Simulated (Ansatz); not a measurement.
```yaml
crystal:
  periodic: [false, false, false]
  atoms:
    - {symbol: Ti, position_ang: [-0.043031, -0.026773, -0.016562]}
    - {symbol: S, position_ang: [0.200338, 0.915894, -1.951395]}
    - {symbol: S, position_ang: [1.015465, -1.862779, 0.430741]}
    - {symbol: S, position_ang: [-1.172772, 0.973657, 1.537216]}
basis:
  gaussian: {orbitals: def2-SVP, final_grid: {core_spheres: 8, valence_spheres: 7, degree: 23}}
total_charge: -1
magnetization: {spin_polarized: true, initial_magnetization: 1}
hamiltonian: {xc: {name: r2SCAN0}, dispersion: d3bj}
scf: {omitted_lower_state_checks: [starts]}
```

```sh
$ ansatz run in.yaml --threads 4 --pin off --events-out ev --progress --plain --max-ram 3916MiB
```

It prints (some lines left out):

```
Warning: the engine holds no damping parameters fitted to this dispersion correction and functional, so the run takes those fitted to r2scan0 beside the three-body term, which d3bj leaves out (hamiltonian.dispersion, under Limitations)
Functional definition: r2SCAN0
824 factors; integrals over basis functions are off by at most 9.1e-4 eV
mean field evaluation 1: about -55605.3264 eV, gradient 2.2e1 eV
mean field evaluation 2: about -55367.3688 eV, gradient 2.4e2 eV
mean field evaluation 4: about -55607.9367 eV, gradient 1.2e1 eV
mean field evaluation 8: about -55608.7238 eV, gradient 3.5e-1 eV
mean field evaluation 16: about -55608.7265 eV, gradient 2.6e-3 eV
mean field -55608.72649465 eV, -2043.5830057298 hartree, gradient 2.5e-5 eV, S^2 0.812099; 0 other end points of the search recorded, 0 dependent functions left out
reference -55608.72653447 eV, -2043.5830071932 hartree; 36, 35 occupied and 49, 50 virtual orbitals, 824 factors
Total energy: -55608.78852451 eV, -2043.5852852852 hartree
Checks for a lower state left out: starts
```

Run time 2.9 s (4 threads of AMD EPYC 7R43 on a shared host).

The highest occupied level of an anion often lies above zero with these methods, and sets without diffuse functions describe the outer electron poorly.
